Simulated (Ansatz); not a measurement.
Consider the redistribution: `CC[SiH]([SiH3])Cl` + `[NH2][W](=[O])(=[O])[Cl]` → `CC[SiH](N)[SiH3]` + `[O]=[W](=[O])([Cl])[Cl]`.

Gas-phase electronic energies from Ansatz, PBE0-D4/def2-TZVP geometries. CBS: MP2 limit from def2 TZ/QZ plus the TZ coupled-cluster correction, frozen cores. Functionals use def2-TZVPP. def2 core potentials past Kr. For W outer-core shells are correlated without core-valence functions, which leaves a few kJ/mol of doubt a bond. One conformer a species, not always the lowest.

`CC[SiH]([SiH3])Cl`:

Z-matrix (Å, degrees):
```
C
C 1 1.525
H 1 1.093 2 111.2
H 1 1.093 2 111.4 3 120.1
H 1 1.092 2 111.2 3 -120.1
Si 2 1.871 1 114.1 3 -179.8
H 2 1.095 1 110.7 3 58.0
H 2 1.097 1 110.7 3 -59.4
Cl 6 2.074 2 109.0 1 -58.7
Si 6 2.340 2 113.0 1 -177.8
H 6 1.489 2 110.0 1 57.4
H 10 1.490 6 110.1 2 -60.6
H 10 1.486 6 110.4 2 179.0
H 10 1.488 6 109.5 2 58.8
```

`[NH2][W](=[O])(=[O])[Cl]`:

Cartesian coordinates in Å:
```
N 0.257 -0.456 1.091
W -0.099 0.289 -0.651
O 0.194 1.964 -0.572
O 0.963 -0.445 -1.760
Cl -2.253 -0.086 -1.283
H 0.699 -1.353 1.232
H 0.240 0.087 1.942
```

`CC[SiH](N)[SiH3]`:

Z-matrix (Å, degrees):
```
C
C 1 1.527
H 1 1.094 2 111.5
H 1 1.093 2 111.6 3 -120.2
H 1 1.093 2 111.4 3 120.3
Si 2 1.876 1 113.4 3 -57.6
H 2 1.096 1 110.2 3 63.2
H 2 1.095 1 110.3 3 -179.6
Si 6 2.344 2 112.0 1 -176.3
N 6 1.729 2 109.1 1 -57.7
H 6 1.501 2 106.8 1 65.9
H 9 1.490 6 111.4 2 51.3
H 9 1.491 6 110.9 2 171.3
H 9 1.490 6 110.6 2 -69.0
H 10 1.008 6 119.1 2 -163.8
H 10 1.009 6 119.2 2 56.9
```

`[O]=[W](=[O])([Cl])[Cl]`:

Cartesian coordinates in Å:
```
O 0.545 1.239 -1.106
W 0.059 -0.007 -0.069
O 0.890 -1.398 -0.556
Cl 0.661 0.512 2.040
Cl -2.156 -0.346 -0.309
```

Q: Is it downhill or uphill in electronic energy at CCSD(T)/CBS, and by how much? (Best estimate.)

A: The calculation gave: Uphill: ΔE = +4.9 kcal/mol.

Q: What do these levels give: ωB97X-V, r2SCAN, HF/def2-TZVPP, MP2/def2-TZVPP, CCSD/def2-TZVPP, CCSD(T)/def2-TZVPP, HF/def2-QZVPP, MP2/def2-QZVPP, SCS-MP2/def2-QZVPP, HF/CBS(def2), MP2/CBS(def2), CCSD/CBS(def2)? (An estimate is asked.)

A: Ansatz gave: ωB97X-V 5.9, r2SCAN 4.6, HF/def2-TZVPP 6.2, MP2/def2-TZVPP 1.9, CCSD/def2-TZVPP 5.3, CCSD(T)/def2-TZVPP 4.5, HF/def2-QZVPP 5.8, MP2/def2-QZVPP 2.0, SCS-MP2/def2-QZVPP 2.7, HF/CBS(def2) 5.7, MP2/CBS(def2) 2.3, CCSD/CBS(def2) 5.6 kcal/mol.

Largest T1 diagnostic among the species: 0.022, so the coupled-cluster value is less sure than usual.

In def2-TZVPP, CCSD(T) changes the Hartree–Fock value by −1.6 kcal/mol (the triples alone add −0.7 kcal/mol) and MP2 by −4.3 kcal/mol.
